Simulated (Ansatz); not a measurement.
Stepwise substitution at one centre (B H-I). Isolated molecules, 0 K electronic values unless said otherwise. Strings in code marks are SMILES.

Quantity: vertical ionisation energy (energy after one electron is removed minus that of the parent at the parent's geometry), in eV.

Case: `BI`. Geometry of `IB` (neutral, multiplicity 1, Å):

```xyz
4

B     -0.2514     0.0032     0.0000
I      1.8575    -0.0238     0.0036
H     -0.7895     1.0693    -0.0012
H     -0.8166    -1.0487    -0.0024
```

### Question
What vertical ionisation energy (energy after one electron is removed minus that of the parent at the parent's geometry) does frozen-core CCSD(T)/def2-TZVPP // PBE-D3(BJ)/def2-TZVP (Ansatz, a first-principles code) give?

### Answer
9.94 eV.
